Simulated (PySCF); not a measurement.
Species: C3H6O (charge 0, singlet). SMILES: O=CCC
Structure (B3LYP-D3(BJ)/def2-TZVP (Ansatz) minimum search):
```
C
H 1 1.0974
H 1 1.0974 2 104.64
C 1 1.5046 2 106.76 3 -112.95
O 4 1.2036 1 124.95 2 -124.25
H 4 1.1116 5 120.34 1 -180.00
C 1 1.5207 2 111.77 3 121.15
H 7 1.0900 1 110.90 2 -178.90
H 7 1.0900 8 107.31 1 121.26
H 7 1.0903 8 108.46 9 116.98
```

Dispersion corrections to the total energy (kcal/mol) from the dftd3 and dftd4 libraries through PySCF: D3(BJ) without and D4 with the three-body term, each with the damping fitted for the functional named.

| functional | D3(BJ) | D4 |
|---|---|---|
| BHLYP | -4.70 | -3.54 |
| PBE | -3.76 | ___ |
| BLYP | -7.76 | -7.61 |
| TPSS | -4.61 | -4.52 |
| HSE06 | -2.18 | ___ |
| revPBE | -10.00 | -12.24 |
| PW6B95 | ___ | -2.88 |

What belongs in the gaps?


- PBE, D4: -3.33
- HSE06, D4: -2.52
- PW6B95, D3(BJ): -1.61
